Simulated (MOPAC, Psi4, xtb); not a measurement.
Internal rotation in C12H8S3, SMILES c1csc(-c2ccc(-c3cccs3)s2)c1. Scanned: dihedral S14–C5–C4–S3; all other coordinates were relaxed at GFN2-xTB. Points at φ and −φ are mirror images. Heavy atoms are numbered in the order of the SMILES c1csc(-c2ccc(-c3cccs3)s2)c1, hydrogens after them in the order of the atoms that carry them; the mirror image has the same energies with the sign of each dihedral reversed.

Methods: PBE0/def2-SVP // GFN2-xTB (Psi4); PM7, restricted, heats of formation // GFN2-xTB (MOPAC); GFN1-xTB // GFN2-xTB (xtb).

Energies in kcal/mol, each method relative to its own lowest point.

```csv
φ / °,PBE0/def2-SVP,PM7,GFN1-xTB
-160,0.1,0.4,0.5
-140,0.6,0.1,1.9
-120,1.7,0.1,3.7
-100,3.1,0.0,5.2
-80,3.2,0.1,5.2
-60,1.9,0.1,3.7
-40,0.9,0.0,1.9
-20,0.6,0.2,0.6
0,0.8,0.3,0.2
20,0.6,0.2,0.6
40,0.9,0.0,1.9
60,1.9,0.1,3.7
80,3.2,0.1,5.2
100,3.1,0.0,5.2
120,1.7,0.1,3.7
140,0.6,0.1,1.9
160,0.1,0.4,0.5
180,0.0,0.5,0.0
```
